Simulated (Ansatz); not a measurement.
A made-up structure of SnH3S (charge -1), singlet:

```xyz
5
angstrom
S -2.0102 0.3911 1.0529
Sn 0.0002 -0.0000 -0.0001
H -2.9429 0.4970 2.0370
H 0.5735 -1.6517 0.0298
H 1.3767 0.8799 0.6231
```

It is relaxed with PBE-D4/def2-SVPD and then PBE0-D4/def2-TZVPD (Ansatz 0.2.0). Atoms count as bonded within 1.22 times the sum of their covalent radii (H–H: 0.88 Å). The end point is not checked to be a true minimum.

Question: Does its bonding change? (A judgement: the text doesn't fix the answer.)

Answer: The calculation gives: No: no bond forms or breaks.

Where it ends: The first stage lowers the energy by 1.66 eV in 8 steps. It ends as SnH₃S ([SH][SnH2]), total charge -1:
| atom | x (Å) | y (Å) | z (Å) |
| --- | --- | --- | --- |
| S1 | -2.2635 | 0.5552 | 0.7250 |
| Sn2 | 0.0286 | 0.0704 | -0.3477 |
| H3 | -1.9625 | 0.1793 | 1.9780 |
| H4 | 0.2182 | -1.5415 | 0.4240 |
| H5 | 0.9763 | 0.8528 | 0.9634 |

Labels in which every atom is bracketed show which atoms are joined, not bond orders.

For scale, one of the runs: PBE0-D4/def2-TZVPD relaxation, 129 basis functions, launched by `ansatz run in.yaml --threads 2 --pin off --events-out ev --progress --plain --max-ram 4352MiB`. The run took about 18 s on 2 CPU threads of an Intel Xeon Platinum 8375C (shared host).
